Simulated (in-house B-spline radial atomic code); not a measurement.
# How G0W0 and RPA depend on the start: the bromine ion Br¹⁷⁺

Configuration [Ne] 3s2 3p6. Computed with an all-electron radial atomic-structure program (B-spline basis): all electrons, non-relativistic, point nucleus, each spin shell either full or empty, empty states to l = 9 with an (l + 1/2)⁻⁴ tail; G0W0 by contour deformation at full frequency.

```json
{"start": "Hartree-Fock", "mean-field 3p (eV)": "-716.07", "G0W0 (eV)": "-717.00", "QP weight": "0.983", "RPA correlation (Eh)": "-1.2717"}
{"start": "PBE", "mean-field 3p (eV)": "-694.02", "G0W0 (eV)": "?", "QP weight": "?", "RPA correlation (Eh)": "?"}
{"start": "HSE06", "mean-field 3p (eV)": "-699.48", "G0W0 (eV)": "-716.66", "QP weight": "0.975", "RPA correlation (Eh)": "-1.376"}
{"start": "BLYP", "mean-field 3p (eV)": "-693.85", "G0W0 (eV)": "-716.46", "QP weight": "0.971", "RPA correlation (Eh)": "-1.4184"}
{"start": "LC-wPBE", "mean-field 3p (eV)": "-699.99", "G0W0 (eV)": "?", "QP weight": "?", "RPA correlation (Eh)": "?"}
```

(1) What G0W0 level, weight and RPA correlation energy follow from the PBE start?

(2) What G0W0 level, weight and RPA correlation energy follow from the LC-wPBE start?

(3) How much of the dependence on the start does G0W0 remove?

Results:

(1) G0W0 level -716.48 eV, weight 0.971, RPA correlation -1.4176 hartree.

(2) G0W0 level -716.63 eV, weight 0.975, RPA correlation -1.3793 hartree.

(3) The mean-field levels span 22.2 eV and the G0W0 levels 0.537 eV. Against 716.3 ± 2.3 eV (NIST, semi-empirical) the G0W0 removal energies are off by +0.16 to +0.70 eV, with relativity, Breit and QED terms left out.
